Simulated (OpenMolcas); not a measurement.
## Computed transition rates of Yb V

```
Program             : OpenMolcas
Method              : RASSCF
Basis               : ANO-RCC-VTZP [8s7p5d3f2g1h]
Scalar Hamiltonian  : DKH2, point nucleus
Active space        : 12 electrons in 14 orbitals (RAS2 4f; RAS3 5f, at most 2 electrons)
State averaging     : 2S+1 = 3 even, 18 roots; 2S+1 = 1 even, 14 roots kept (CI in the orbitals of an earlier block)
Spin-orbit coupling : RASSI with atomic mean-field integrals over the reference wave functions, term energies averaged over their components
```

Rates come from the transition moments of the reference wave functions (E1 and E2 in the length form). At fixed line strength A goes as λ^-3 for E1 and M1 and as λ^-5 for E2, so a rate at the computed wavelength can be rescaled to the measured one. Measured vacuum wavelengths follow from level energies in the list in Tchang-Brillet, Wyart, Meftah and Ait Mammar, Atoms 6, 52 (2018). Branching counts decays inside the model space alone, at computed energies, and the table is only a selection of the E2 and M1 lines, drawn from those between levels with measured partners whose computed energy lies within a factor of 1.5 of the measured one.

```json
{"Upper": "4f12 3H4 [58 %]", "Lower": "4f12 3H5", "Type": "M1", "λ computed (nm)": "1836", "λ measured (nm)": "2072", "A computed (s-1)": "3.03e+00", "A rescaled (s-1)": "2.11e+00", "Branching %": "31.2"}
{"Upper": "4f12 3F4 [56 %]", "Lower": "4f12 3H6", "Type": "E2", "λ computed (nm)": "1465", "λ measured (nm)": "1636", "A computed (s-1)": "6.04e-05", "A rescaled (s-1)": "3.48e-05", "Branching %": "100.0"}
{"Upper": "4f12 1G4 [56 %]", "Lower": "4f12 3F3", "Type": "M1", "λ computed (nm)": "1441", "λ measured (nm)": "1279", "A computed (s-1)": "7.91e-01", "A rescaled (s-1)": "", "Branching %": "1.6"}
{"Upper": "4f12 3H4 [58 %]", "Lower": "4f12 3F4 [56 %]", "Type": "M1", "λ computed (nm)": "1253", "λ measured (nm)": "1206", "A computed (s-1)": "6.66e+00", "A rescaled (s-1)": "", "Branching %": "68.8"}
{"Upper": "4f12 3H5", "Lower": "4f12 3H6", "Type": "M1", "λ computed (nm)": "1068", "λ measured (nm)": "1044", "A computed (s-1)": "2.19e+01", "A rescaled (s-1)": "2.34e+01", "Branching %": "99.8"}
{"Upper": "4f12 1G4 [56 %]", "Lower": "4f12 3H4 [58 %]", "Type": "M1", "λ computed (nm)": "1007", "λ measured (nm)": "1022", "A computed (s-1)": "9.63e+00", "A rescaled (s-1)": "", "Branching %": "19.0"}
{"Upper": "4f12 3F3", "Lower": "4f12 3F4 [56 %]", "Type": "M1", "λ computed (nm)": "911.4", "λ measured (nm)": "974.6", "A computed (s-1)": "1.92e+01", "A rescaled (s-1)": "1.57e+01", "Branching %": "98.8"}
{"Upper": "4f12 3F2", "Lower": "4f12 3F4 [56 %]", "Type": "E2", "λ computed (nm)": "804.1", "λ measured (nm)": "928.9", "A computed (s-1)": "9.79e-04", "A rescaled (s-1)": "4.76e-04", "Branching %": "1.0"}
{"Upper": "4f12 1G4 [56 %]", "Lower": "4f12 3H5", "Type": "M1", "λ computed (nm)": "650.2", "λ measured (nm)": "684.3", "A computed (s-1)": "3.79e+01", "A rescaled (s-1)": "", "Branching %": "74.9"}
{"Upper": "4f12 1G4 [56 %]", "Lower": "4f12 3F4 [56 %]", "Type": "M1", "λ computed (nm)": "558.3", "λ measured (nm)": "553.1", "A computed (s-1)": "2.30e+00", "A rescaled (s-1)": "", "Branching %": "4.5"}
```

Spin-changing lines and M1 lines between different terms are not rescaled, since their strength hangs on the term gaps too.

The largest correction is for 4f12 3F2 → 4f12 3F4 [56 %] (E2): 9.79e-04 × (804.1 / 928.9)^5 = 4.76e-04 s-1, a factor of 0.49.

These are rates of the free ion; in crystals, glasses and complexes forced electric-dipole and non-radiative decay shorten such lifetimes by orders of magnitude. No measured rate stands beside these. Rescaling mends the energy factor alone: line strengths can still be far off where a level mixes with configurations outside the active space, and weak or spin-changing lines hang on small mixing coefficients that depend on the term gaps too, so rescaling need not improve them.

Without dynamic correlation excited terms often stand tens of per cent too high (terms of higher spin than the ground term too low), and those without a measured partner can miss by more than the paired ones. Terms from blocks run as CI alone lack orbitals of their own. Active for correlation alone: 5f; no level in the range computed is led by a configuration that fills it, so any true level of that kind is missing. Computed and measured levels are paired by configuration, term and J; levels that our copy of the source lacks, or whose pairing is in doubt (as where it misses far off the trend of its configuration), stay unpaired. Levels of configurations outside the active space are missing.

A share in square brackets marks a mixed level and gives the weight of the term that names it.
